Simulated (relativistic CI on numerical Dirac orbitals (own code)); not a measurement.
# Tc¹¹⁺: computed level list

Calculated at this level of theory: Dirac-Coulomb-Breit CI, separate exchange-only KLI orbitals for each configuration, QED by a radiative potential, unscaled Slater integrals (own radial code, finite nucleus).

Configuration list (outside the closed core [Ar] 3d10): 4s²4p², 4s4p³, 4p⁴, 4s²4p4d, 4s4p²4d, 4s²4p4f, 4s4p²4f, 4p³4d, 4s²4p5s, 4s4p4d², 4s²4p5p, 4s²4d4f, 4s²4d², 4s4d³, 4s4d²4f, 4p²4d², 4p4d³, 4p4d²4f, 4p4d²5s, 4s²4f², 4s4d4f², 4s4f³, 4s²4d5s, 4s4d²5s, 4s4d4f5s. Double excitations out of closed p, d and f shells are left out; levels of such configurations are missing from the list, as are those of other unlisted configurations, and high levels can miss mixing partners. These lack a partner that the ground configuration has and come out too high: 4s²4p5p.

The lowest level is 4s²4p² ³P0, with 88 % of that term; Hund's rules for 4s²4p² give ³P with J = 0, in agreement.

| No. | Configuration | Term | J | E (cm⁻¹) | % | Landé g | Lifetime (s) |
| --- | --- | --- | --- | --- | --- | --- | --- |
| 1 | 4s²4p² | ³P | 0 | 0 | 88 |  |  |
| 2 | 4s²4p² | ³P | 1 | 20765 | 98 | 1.500 | 6.95e-03 |
| 3 | 4s²4p² | ³P | 2 | 31633 | 66 | 1.339 | 8.19e-02 |
| 4 | 4s²4p² | ¹D | 2 | 63547 | 66 | 1.160 | 1.60e-03 |
| 5 | 4s²4p² | ¹S | 0 | 97461 | 86 |  | 3.87e-04 |
| 6 | 4s4p³ | ⁵S° | 2 | 214107 | 94 | 1.971 | 8.45e-09 |
| 7 | 4s4p³ | ³D° | 1 | 270112 | 78 | 0.630 | 2.52e-10 |
| 8 | 4s4p³ | ³D° | 2 | 271346 | 76 | 1.232 | 3.49e-10 |
| 9 | 4s4p³ | ³D° | 3 | 279563 | 92 | 1.333 | 4.38e-10 |
| 10 | 4s4p³ | ³P° | 0 | 309181 | 93 |  | 1.45e-10 |
| 11 | 4s4p³ | ³P° | 1 | 312164 | 80 | 1.395 | 1.32e-10 |
| 12 | 4s4p³ | ³P° | 2 | 315432 | 60 | 1.385 | 1.45e-10 |
| 13 | 4s4p³ | ¹D° | 2 | 350262 | 59 | 1.076 | 8.09e-11 |
| 14 | 4s4p³ | ³S° | 1 | 371338 | 62 | 1.643 | 1.42e-11 |
| 15 | 4s4p³ | ¹P° | 1 | 405872 | 57 | 1.330 | 1.67e-11 |
| 16 | 4s²4p4d | ³F° | 2 | 412806 | 93 | 0.684 | 2.22e-10 |
| 17 | 4s²4p4d | ³F° | 3 | 425184 | 94 | 1.088 | 2.85e-10 |
| 18 | 4s²4p4d | ³F° | 4 | 444639 | 97 | 1.250 | 2.15e-03 |
| 19 | 4s²4p4d | ³P° | 2 | 454138 | 43 | 1.248 | 1.17e-11 |
| 20 | 4s²4p4d | ³D° | 1 | 464535 | 48 | 0.942 | 8.48e-12 |
| 21 | 4s²4p4d | ¹D° | 2 | 476235 | 40 | 1.135 | 1.03e-11 |
| 22 | 4s²4p4d | ³P° | 0 | 481158 | 91 |  | 1.15e-11 |
| 23 | 4s²4p4d | ³P° | 1 | 485854 | 52 | 1.077 | 9.15e-12 |
| 24 | 4s²4p4d | ³D° | 3 | 488834 | 84 | 1.312 | 7.73e-12 |
| 25 | 4s²4p4d | ³D° | 2 | 490216 | 58 | 1.268 | 8.64e-12 |
| 26 | 4s²4p4d | ¹F° | 3 | 526617 | 92 | 1.016 | 6.65e-12 |
| 27 | 4s²4p4d | ¹P° | 1 | 533866 | 84 | 0.981 | 9.59e-12 |
| 28 | 4p⁴ | ³P | 2 | 554025 | 58 | 1.388 | 6.32e-11 |
| 29 | 4p⁴ | ³P | 0 | 578102 | 62 |  | 5.20e-11 |
| 30 | 4p⁴ | ³P | 1 | 580283 | 72 | 1.498 | 5.44e-11 |

Energies count from the lowest computed level; ° marks odd parity; lifetimes are radiative, by E1, M1, E2, M2, E3 decay to levels of this space only.

The mean weight of the leading LS term, summed over parents, in these 30 levels is 74 %, and that of the leading jj configuration (from the same eigenvectors) 69 %.

At this charge energies of transitions that change n are usually good to better than 1 %, and those within a shell (Δn = 0) to a few per cent.

LS names give the leading component of a level, which can be under half, so a name can repeat, a term be missing and a line seem to break the LS rules.
